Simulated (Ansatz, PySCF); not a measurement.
Molecule: selenium dioxide, SeO2 (charge 0, singlet). 
Geometry from a B3LYP-D3(BJ)/def2-TZVP (Ansatz, a quantum-chemistry and plane-wave program) optimisation:
```
Se
O 1 1.6119
O 1 1.6119 2 113.77
```

Wanted: vertical ionisation energy (to the doublet state of charge +1; each state is the SCF solution reached for its spin; the UHF <S^2> is 0.93 for the doublet (pure: 0.75); for the doublet the Hartree-Fock reference is unstable and T1 is 0.047; for the singlet the Hartree-Fock reference is unstable and T1 is 0.027), in eV. Cores are frozen in the correlated levels unless marked. Open shells are spin-unrestricted. No spin-orbit coupling. Frozen are the shells of the preceding noble gas and the d and f shells that filled before the atom's block. No relativistic terms. 

| level | program | vertical ionisation energy (eV) |
|---|---|---|
| B3LYP/def2-TZVPD | Ansatz | 11.83 |
| PBE0/def2-TZVPD | Ansatz | 11.77 |
| BHLYP/def2-TZVPD | Ansatz | 11.64 |
| M06-2X/def2-TZVPD | PySCF | 12.00 |
| CAM-B3LYP/def2-TZVPD | Ansatz | 11.93 |
| B2PLYP/def2-TZVPD | Ansatz | 12.63 |
| MP2/aug-cc-pVDZ | Ansatz | 13.74 |
| CCSD/aug-cc-pVTZ | Ansatz | 11.89 |
| CCSD(T)/aug-cc-pVTZ | Ansatz | 11.83 |

For comparison, minus the highest occupied orbital energy (PySCF): 7.82 eV at TPSS/def2-TZVPD, 10.73 eV at CAM-B3LYP/def2-TZVPD, 8.43 eV at TPSSh/def2-TZVPD.
